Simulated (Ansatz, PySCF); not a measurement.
Gas-phase reaction R1 → P1, each structure at its B3LYP-D3(BJ)/def2-TZVP stationary point, reached from a drawn start; harmonic modes at that level show minima.
R1, HOS (SMILES [O]S) (charge 0, multiplicity 2):
```csv
atom,x (Å),y (Å),z (Å)
S,-0.4269,-0.1281,-0.3859
O,-0.4221,-0.1267,1.1196
H,0.8490,0.2547,-0.7338
```
P1, HOS (SMILES O[S]) (charge 0, multiplicity 2):
```xyz
3

O     -0.2905    -0.0872    -0.4430
S     -0.2975    -0.0893     1.1970
H      0.5880     0.1764    -0.7539
```

P less R. No zero-point or thermal terms; open shells are unrestricted.

Frozen-core correlation throughout. CBS: X⁻³ extrapolation of the correlation energy, Hartree–Fock from the larger set.

Programs: Ansatz (Gaussian basis) for Hartree–Fock, density functionals and correlated methods; PySCF for the D3/D4 terms. All values are computed, each at the level named.

PBE/def2-TZVPPD gives 4.87 kcal/mol for the reaction energy.

Problem. Predict the shift from PBE, with its sign, for: PBE-D3(BJ)/def2-TZVPPD, r2SCAN/def2-TZVPPD, PBE0/def2-TZVPPD, wB97M-V/def2-TZVPPD, B2PLYP/def2-TZVPPD, MP2/CBS(aug-cc-pV(T+d)Z, aug-cc-pV(Q+d)Z), MP2/CBS(aug-cc-pV(T+d)Z, aug-cc-pV(Q+d)Z) + ΔCCSD(T)/aug-cc-pV(T+d)Z.

Solution. PBE-D3(BJ)/def2-TZVPPD 0.04; r2SCAN/def2-TZVPPD 0.47; PBE0/def2-TZVPPD -1.72; wB97M-V/def2-TZVPPD -3.48; B2PLYP/def2-TZVPPD -2.42; MP2/CBS(aug-cc-pV(T+d)Z, aug-cc-pV(Q+d)Z) -6.42; MP2/CBS(aug-cc-pV(T+d)Z, aug-cc-pV(Q+d)Z) + ΔCCSD(T)/aug-cc-pV(T+d)Z -3.38 kcal/mol. 2 of 7 lie above PBE; the widest gap is to MP2/CBS(aug-cc-pV(T+d)Z, aug-cc-pV(Q+d)Z).

Ansatz is an electronic-structure program.
